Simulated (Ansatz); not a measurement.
(SiH3)3N (Si3NH9). The state is a triplet with charge 0. Geometry PBE0-D4/def2-SVP, that of the neutral singlet; atoms count from 1.

```xyz
13

N    -0.0038    0.0041    0.0018
Si    1.3785    1.0630    0.2122
Si   -0.8225   -0.0702   -1.5475
Si   -0.5571   -0.9914    1.3355
H     2.6153    0.2957    0.5534
H     1.5894    1.7772   -1.0842
H     1.1427    2.0662    1.2949
H    -1.3601    1.2655   -1.9490
H     0.0884   -0.5495   -2.6316
H    -1.9569   -1.0331   -1.4021
H     0.3281   -0.6970    2.5037
H    -1.9729   -0.6825    1.7018
H    -0.4692   -2.4481    1.0111
```

At PBE0-D4/def2-TZVP a singlet of charge 0 lies 5.45 eV below the triplet at the same geometry.

(1) Estimate the Mulliken populations from the PBE0/def2-TZVP orbitals of Ansatz.

(2) Where does the spin sit?

(3) And the Mayer bond orders between bonded heavy atoms (over 0.3)?

Results:

(1) 
| atom | charge (e) | spin (α − β) |
| --- | --- | --- |
| N1 | 0.13 | 0.53 |
| Si2 | -0.11 | 0.42 |
| Si3 | -0.11 | 0.42 |
| Si4 | -0.11 | 0.42 |
| H5 | 0.03 | 0.05 |
| H6 | 0.01 | -0.02 |
| H7 | 0.03 | 0.05 |
| H8 | 0.03 | 0.04 |
| H9 | 0.03 | 0.05 |
| H10 | 0.01 | -0.02 |
| H11 | 0.01 | -0.02 |
| H12 | 0.03 | 0.05 |
| H13 | 0.03 | 0.05 |
Mulliken values and Mayer orders depend strongly on the basis.

(2) Summed by element: N 0.53, Si 1.25, H 0.22, of 2 unpaired in all. Largest on single atoms: N1 0.53, Si2 0.42, Si3 0.42.

(3) N1–Si2 0.68 (1.75 Å); N1–Si3 0.68 (1.75 Å); N1–Si4 0.68 (1.75 Å). Values over 0.3 also appear between atoms too far apart for a bond (Si2–Si3 0.36 at 3.04 Å; Si2–Si4 0.36 at 3.04 Å; Si3–Si4 0.36 at 3.04 Å); they arise where an orbital or an unpaired electron spreads over both atoms.
